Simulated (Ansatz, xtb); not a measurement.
Species: HfO2 (charge 0, triplet). The spin state was set by rule; other spins were not relaxed. 
Coordinates optimised at B3LYP-D3(BJ)/def2-TZVP (Ansatz, a quantum-chemistry and plane-wave program):
```
Hf
O 1 1.8343
O 1 1.8343 2 100.42
```
Charge 0, spin multiplicity 3.

Harmonic wavenumbers from GFN2-xTB (xtb, at its own minimum), cm⁻¹: 83, 636, 680.

Question: Give the harmonic wavenumbers at B3LYP-D3(BJ)/def2-TZVP (Ansatz, finite differences of forces, unscaled).

Answer: 87, 145, 815 cm⁻¹. Zero-point energy 1.5 kcal/mol.

Question: From these and the geometry, give the ideal-gas thermochemistry at 298.15 K and 1 atm (rigid rotor, harmonic oscillator).

Answer: Point group C2v, rotational symmetry number 2. Rotational constants 13.51, 7.95, 5.006 GHz. S(trans) 41.94, S(rot) 22.53, S(vib) 6.67, S(elec, spin only) 2.18, S 73.3 cal/(mol K). H(298) - H(0) 3.30 kcal/mol; G - E(el) -17.1 kcal/mol.
